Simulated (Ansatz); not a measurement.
Program: Ansatz. Geometries: PBE0-D4/def2-TZVP. ΔE: electronic, gas phase. CCSD(T)/CBS adds triple-zeta CCSD(T) − MP2 to the extrapolated MP2 energy (def2 sets, frozen cores). This one scheme is used for every species, atoms too. DFT in def2-TZVPP. B3LYP here is the variant with VWN-RPA as its local correlation; programs differ in this. No spin–orbit coupling; open shells (•) take unrestricted orbitals. Spin–orbit coupling would lower the free atoms: a little for C, F, O, S; clearly for Ge. Bonds to Ge are less sure, by a few kJ/mol each and by 10 to 20 or more in all where they break to atoms, as the def2 sets lack core-valence functions. Scalar relativity is left out up to krypton. Each species was taken in one conformer, which may not be the lowest.

`C[O][GeH]([F])[S]C` → 2 C• + F• + Ge• + 7 H• + O• + S•  (atomization)

| level | ΔE (kJ/mol) | difference from CCSD(T)/CBS |
| --- | --- | --- |
| PBE-D4 | 4764.6 | 69.2 |
| r2SCAN-D4 | 4699.3 | 3.9 |
| PBE0-D4 | 4672.0 | -23.4 |
| B3LYP-D4 | 4660.7 | -34.7 |
| ωB97X-V | 4704.3 | 8.9 |
| ωB97M-V | 4686.1 | -9.3 |
| B2PLYP | 4623.2 | -72.2 |
| PBE | 4734.8 | 39.4 |
| r2SCAN | 4691.8 | -3.6 |
| PBE0 | 4646.6 | -48.8 |
| B3LYP | 4612.8 | -82.6 |
| HF/def2-TZVPP | 3361.2 | -1334.2 |
| MP2/def2-TZVPP | 4661.2 | -34.2 |
| SCS-MP2/def2-TZVPP | 4629.2 | -66.2 |
| CCSD/def2-TZVPP | 4504.1 | -191.3 |
| CCSD(T)/def2-TZVPP | 4579.0 | -116.4 |
| HF/def2-QZVPP | 3366.7 | -1328.7 |
| MP2/def2-QZVPP | 4729.9 | 34.5 |
| SCS-MP2/def2-QZVPP | 4707.2 | 11.8 |
| HF/CBS(def2) | 3367.6 | -1327.8 |
| MP2/CBS(def2) | 4777.6 | 82.2 |
| CCSD/CBS(def2) | 4620.5 | -74.9 |
| CCSD(T)/CBS | 4695.4 | 0 |

Largest T1 diagnostic among the species: 0.012.

From PBE to PBE0 (25 % exact exchange), in def2-TZVPP and without D4, ΔE moves by −88.2 kJ/mol: exact exchange takes away binding that semilocal exchange gives to molecules. In def2-TZVPP, CCSD(T) changes the Hartree–Fock value by +1217.7 kJ/mol (the triples alone add +74.9 kJ/mol) and MP2 by +1299.9 kJ/mol; breaking electron pairs costs correlation energy, which Hartree–Fock lacks. The D4 term adds +48.0 kJ/mol with B3LYP and +25.4 kJ/mol with PBE0; it sums over pairs of atoms, weighted by their polarisabilities, and B3LYP, whose exchange is more repulsive, gets the larger term.

For atomizations the MP2-based limit and the directly extrapolated one differ by several kJ/mol either way, and by 10 to 25 for some Ge, Se and Sn compounds, so smaller differences from it don't rank the levels.
